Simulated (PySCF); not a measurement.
Screening by computed properties: pick the candidate that meets the target.

All species are isolated and taken at one optimised geometry, non-relativistic unless stated. Electronic properties by PySCF.

The conformers computed, where there is a choice (atom-mapped SMILES and torsion angles):
- `[N:1]#[C:2][SiH2:3][CH2:4][CH2:5][Cl:6]`: C2–Si3–C4–C5 46°, Si3–C4–C5–Cl6 55°
- `[CH2:1]=[C:2]=[CH:3][CH:4]=[CH2:5]`: C2–C3–C4–C5 180°
- `[F:1][C:2]1=[C:3]([C:4]([F:5])([F:6])[F:7])[P@@H:8]1=[S:9]`: C2–C3–C4–F5 4°

Question: Wanted: HOMO energy between -8 eV and -6.8 eV (B3LYP/def2-SVPD) and lowest triplet excitation (Tamm–Dancoff) above 3.7 eV (TDA B3LYP/def2-SVPD), at GFN2-xTB geometries. Which candidate meets both?
A. `ClCC[SiH2]C#N`
B. `C=C=CC=C`
C. `CC1=PC=CC=C1F`
D. `FC1=C(C(F)(F)F)[P@@H]1=S`

Answer: D. Computed values:
| species | HOMO energy | lowest triplet excitation (Tamm–Dancoff) |
| --- | --- | --- |
| ClCC[SiH2]C#N | -8.52 eV | 5.99 eV |
| FC1=C(C(F)(F)F)[P@@H]1=S | -7.47 eV | 4.10 eV |
| CC1=PC=CC=C1F | -7.00 eV | 3.25 eV |
| C=C=CC=C | -6.51 eV | 3.38 eV |

Question: Wanted: dipole moment between 0.7 D and 3 D (B3LYP/def2-SVPD) and electronic spatial extent ⟨r²⟩ about the centre of nuclear charge below 1400 bohr² (B3LYP/def2-SVPD), at GFN2-xTB geometries. Which candidate meets both?
A. `c1(F)cccpc1C`
B. `C=C=CC=C`
C. `Cc1cc(F)ccp1`
D. `N#C[SiH2]CCCl`
E. `FC1=C(C(F)(F)F)[P@@H]1=S`

Answer: A. Computed values:
```
                 species  dipole moment  electronic spatial extent ⟨r²⟩ about the centre of nuclear charge
                C=C=CC=C         0.24 D                                                          552 bohr²
            Cc1cc(F)ccp1         0.52 D                                                         1112 bohr²
            c1(F)cccpc1C         0.94 D                                                         1040 bohr²
FC1=C(C(F)(F)F)[P@@H]1=S         2.35 D                                                         1750 bohr²
           N#C[SiH2]CCCl         4.22 D                                                          985 bohr²
```
